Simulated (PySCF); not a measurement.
C4H11FSi, SMILES CC(C)C[SiH2]F.

The structure is a stationary point at PBE-D3(BJ)/def2-SVP. The structure was generated by enumeration, and PubChem lists no compound with its InChIKey, so it may never have been made. One conformer was computed; it need not be the lowest.

Level of theory: PBE-D3(BJ)/def2-SVP run with PySCF.

Frequencies are harmonic and unscaled.

| mode | ν (cm⁻¹) | IR (km/mol) | moving atoms (share of kinetic energy) |
|---|---|---|---|
| 1 | 48 | 0.7 | C 34 %, F 32 %, H 26 % |
| 2 | 109 | 1.6 | F 37 %, C 34 %, H 25 % |
| 3 | 159 | 1.1 | C 41 %, H 34 %, F 14 %, Si 11 % |
| 4 | 225 | 3.7 | H 36 %, C 28 %, F 23 %, Si 13 % |
| 5 | 238 | 0.4 | H 82 %, C 10 % |
| 6 | 263 | 0.7 | H 88 % |
| 7 | 332 | 3.0 | C 40 %, H 40 %, Si 19 % |
| 8 | 367 | 1.1 | H 57 %, C 41 % |
| 9 | 418 | 3.2 | C 52 %, H 42 % |
| 10 | 559 | 31.5 | H 64 %, Si 21 %, C 14 % |
| 11 | 661 | 8.9 | C 48 %, H 45 % |
| 12 | 715 | 29.6 | H 82 %, Si 8 % |
| 13 | 760 | 25.2 | H 56 %, C 31 %, Si 10 % |
| 14 | 819 | 14.6 | H 32 %, C 31 %, F 26 %, Si 11 % |
| 15 | 830 | 4.4 | H 35 %, C 31 %, F 24 %, Si 10 % |
| 16 | 897 | 14.2 | H 85 %, C 14 % |
| 17 | 905 | 200.6 | H 77 %, Si 15 % |
| 18 | 923 | 87.2 | H 84 %, Si 10 % |
| 19 | 938 | 11.1 | H 65 %, C 32 % |
| 20 | 949 | 22.2 | H 55 %, C 42 % |
| 21 | 1023 | 36.6 | H 77 %, C 18 % |
| 22 | 1088 | 8.6 | C 55 %, H 44 % |
| 23 | 1149 | 5.5 | H 54 %, C 46 % |
| 24 | 1180 | 2.2 | H 61 %, C 39 % |
| 25 | 1192 | 13.2 | H 63 %, C 36 % |
| 26 | 1300 | 3.7 | H 71 %, C 29 % |
| 27 | 1305 | 11.2 | H 71 %, C 29 % |
| 28 | 1338 | 8.6 | H 74 %, C 26 % |
| 29 | 1353 | 4.7 | H 81 %, C 19 % |
| 30 | 1365 | 3.9 | H 87 %, C 13 % |
| 31 | 1408 | 0.5 | H 97 % |
| 32 | 1416 | 3.0 | H 94 % |
| 33 | 1427 | 11.3 | H 96 % |
| 34 | 1433 | 4.5 | H 94 % |
| 35 | 2165 | 106.2 | H 98 % |
| 36 | 2174 | 154.9 | H 96 % |
| 37 | 2938 | 10.7 | H 93 % |
| 38 | 2945 | 15.8 | H 94 % |
| 39 | 2959 | 23.9 | H 97 % |
| 40 | 2965 | 21.2 | H 97 % |
| 41 | 3000 | 10.3 | H 91 %, C 9 % |
| 42 | 3045 | 7.4 | H 91 %, C 9 % |
| 43 | 3049 | 37.3 | H 91 %, C 9 % |
| 44 | 3055 | 25.7 | H 91 %, C 9 % |
| 45 | 3073 | 9.9 | H 91 %, C 9 % |
